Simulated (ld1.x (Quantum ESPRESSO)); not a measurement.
**Configuration tests for Ta (Z = 73) (TM)**

| Property | Result |
| --- | --- |
| Element | tantalum |
| Generator | ld1.x (Quantum ESPRESSO) 7.5 |
| Type | norm-conserving Troullier–Martins (Kleinman–Bylander form) |
| Functional | LDA (PZ) |
| Relativity | fully relativistic |
| Frozen core | [Xe] 4f14 |
| Valence charge | 5 |
| Reference configuration | 5d3 6s1 6p0 (charge +1) |
| Partial waves | 6s (bound): rc 2.30 bohr; 5d (bound): rc 1.95 bohr; 5f channel at 0.15 Ry: rc 2.85 bohr; 6p (bound, empty): rc 3.60 bohr |
| Local potential | the p channel |
| Core correction | a·sin(br)/r model core, default radius (core density twice the valence density) |

Open shells are filled in proportion to 2j + 1 (rel_dist='average').

Energies are relative to the spin-unpolarised reference configuration 5d3 6s1 6p0; without spin polarisation the order of configurations can differ from experiment. The p channel is local and has no spin–orbit splitting in the pseudo-atom.

```
valence configuration  charge  ΔE all-electron (eV)  error AE − PS (meV)
          5d3 6s2 6p0       0                -8.704                 -5.8
          5d2 6s0 6p0      +3                39.226                 -264
          5d4 6s0 6p0      +1                 1.461                  -72
          5d3 6s0 6p1      +1                 5.138                  -35
          5d3 6s0 6p2       0                 0.002                  -62
```

What are ΔE and the potential's error for 5d3 6s1.5 6p0?

ΔE = -5.139 eV all-electron; the error (AE − PS) is -1.8 meV.

What are ΔE and the potential's error for 5d3 6s0 6p0?

ΔE = 15.308 eV all-electron; the error (AE − PS) is -19 meV.

Levels in the configuration 5d3 6s1.5 6p0:

```json
{"level": "5d j=3/2", "all-electron (eV)": "-7.517", "pseudo (eV)": "-7.511"}
{"level": "5d j=5/2", "all-electron (eV)": "-6.901", "pseudo (eV)": "-6.894"}
{"level": "6s j=1/2", "all-electron (eV)": "-8.673", "pseudo (eV)": "-8.666"}
```
